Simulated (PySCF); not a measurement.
FH6NOSi2, SMILES N([Si@H](O)F)[SiH3].

The structure is a stationary point at PBE-D3(BJ)/def2-SVP. The structure was generated by enumeration; whether it is a known compound was not checked. Other conformers were not sampled.

These are PBE-D3(BJ)/def2-SVP in PySCF values and carry that method's errors.

Frequencies are harmonic and unscaled.

Computed vibrational spectrum:
```csv
mode,ν (cm⁻¹),IR (km/mol),moving atoms (share of kinetic energy)
1,51,4.0,"N 25 %, H 23 %, Si 21 %, F 18 %, O 13 %"
2,78,0.2,H 87 %
3,165,5.5,"Si 33 %, N 27 %, H 20 %, O 14 %"
4,190,74.3,"H 74 %, N 9 %, O 8 %"
5,252,10.4,"H 35 %, F 20 %, Si 16 %, O 15 %, N 14 %"
6,276,41.5,"O 28 %, F 27 %, Si 21 %, H 16 %, N 8 %"
7,360,7.8,"Si 41 %, O 26 %, F 23 %, H 9 %"
8,447,78.3,"H 78 %, N 16 %"
9,594,0.1,"H 58 %, Si 29 %, N 10 %"
10,691,75.5,"H 81 %, N 10 %, Si 9 %"
11,741,121.9,"H 53 %, N 20 %, Si 17 %, O 9 %"
12,776,177.1,H 75 %
13,802,7.1,"H 72 %, O 11 %, F 10 %"
14,830,3.6,"H 40 %, F 25 %, Si 13 %, O 12 %, N 10 %"
15,866,287.5,"H 49 %, Si 22 %, O 18 %"
16,894,40.5,H 95 %
17,912,224.1,"H 59 %, N 21 %, Si 19 %"
18,924,139.4,"H 75 %, N 12 %, Si 11 %"
19,947,164.2,"Si 39 %, H 34 %, O 14 %, F 12 %"
20,972,33.6,"H 75 %, Si 14 %"
21,1158,249.3,"H 60 %, N 34 %"
22,2150,138.7,H 96 %
23,2156,112.1,H 98 %
24,2189,57.6,H 96 %
25,2229,117.2,H 97 %
26,3484,33.7,H 93 %
27,3779,77.9,H 94 %
```
